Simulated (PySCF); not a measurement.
Isomers of C7H14N2, mass 126.116 u with the commonest isotopes. Method used: PBE0/pcSseg-1 in PySCF (dipole) on a GFN2-xTB geometry, gas phase. One conformer each, none proved a minimum here; rigid rotors.

Problem. Order these by rotational constant B, largest first.
A. `[CH2:1]=[CH:2]/[CH:3]=[N:4]/[NH:5][CH2:6][CH:7]([CH3:8])[CH3:9]` with C1–C2–C3–N4 -179°, C3–N4–N5–C6 -161°, N4–N5–C6–C7 78°, N5–C6–C7–C8 61°
B. `[CH2:1]=[CH:2]/[C:3]([CH2:4][CH:5]([CH3:6])[CH3:7])=[N:8]/[NH2:9]` with C1–C2–C3–C4 1°, C2–C3–C4–C5 -104°, C3–C4–C5–C6 69°, C3–N8–N9–H 160° and 22°
C. `[CH3:1][CH2:2][N:3]1[CH2:4][C@@H:5]([CH3:6])[C:7]([CH3:8])=[N:9]1` with C1–C2–N3–C4 69°, C2–N3–C4–C5 -154°, N3–C4–C5–C6 -107°, C4–C5–C7–C8 176°, C2–N3–N9–C7 153°

Solution. B (1327 MHz), C (1160 MHz), A (588.7 MHz).

Problem. Order these by rotational constant A, smallest first.
A. `[CH2:1]=[CH:2]/[C:3]([CH2:4][CH:5]([CH3:6])[CH3:7])=[N:8]/[NH2:9]` with C1–C2–C3–C4 1°, C2–C3–C4–C5 -104°, C3–C4–C5–C6 69°, C3–N8–N9–H 160° and 22°
B. `[CH3:1][CH2:2][N:3]1[CH2:4][C@@H:5]([CH3:6])[C:7]([CH3:8])=[N:9]1` with C1–C2–N3–C4 69°, C2–N3–C4–C5 -154°, N3–C4–C5–C6 -107°, C4–C5–C7–C8 176°, C2–N3–N9–C7 153°
C. `[CH2:1]=[CH:2]/[CH:3]=[N:4]/[NH:5][CH2:6][CH:7]([CH3:8])[CH3:9]` with C1–C2–C3–N4 -179°, C3–N4–N5–C6 -161°, N4–N5–C6–C7 78°, N5–C6–C7–C8 61°

Solution. A (1785 MHz), B (2814 MHz), C (4091 MHz).

Problem. Order these by out-of-plane moment Σ m c² = (Ia + Ib − Ic)/2, smallest first.
A. `[CH2:1]=[CH:2]/[CH:3]=[N:4]/[NH:5][CH2:6][CH:7]([CH3:8])[CH3:9]` with C1–C2–C3–N4 -179°, C3–N4–N5–C6 -161°, N4–N5–C6–C7 78°, N5–C6–C7–C8 61°
B. `[CH3:1][CH2:2][N:3]1[CH2:4][C@@H:5]([CH3:6])[C:7]([CH3:8])=[N:9]1` with C1–C2–N3–C4 69°, C2–N3–C4–C5 -154°, N3–C4–C5–C6 -107°, C4–C5–C7–C8 176°, C2–N3–N9–C7 153°
C. `[CH2:1]=[CH:2]/[C:3]([CH2:4][CH:5]([CH3:6])[CH3:7])=[N:8]/[NH2:9]` with C1–C2–C3–C4 1°, C2–C3–C4–C5 -104°, C3–C4–C5–C6 69°, C3–N8–N9–H 160° and 22°

Solution. B (37.83 u·Å²), C (43.83 u·Å²), A (54.19 u·Å²).

```json
{"SMILES": "CCN1C[C@@H](C)C(C)=N1", "point group": "C1", "Ia (u·Å²)": "179.60", "Ib (u·Å²)": "435.85", "Ic (u·Å²)": "539.80", "κ": "-0.76", "μa (D)": "0.54", "μb (D)": "1.40", "μc (D)": "1.28"}
{"SMILES": "C=C/C=N/NCC(C)C", "point group": "C1", "Ia (u·Å²)": "123.54", "Ib (u·Å²)": "858.50", "Ic (u·Å²)": "873.67", "κ": "-0.99", "μa (D)": "1.53", "μb (D)": "1.10", "μc (D)": "0.97"}
{"SMILES": "C=C/C(CC(C)C)=N/N", "point group": "C1", "Ia (u·Å²)": "283.15", "Ib (u·Å²)": "380.75", "Ic (u·Å²)": "576.24", "κ": "-0.01", "μa (D)": "1.41", "μb (D)": "1.23", "μc (D)": "1.12"}
```
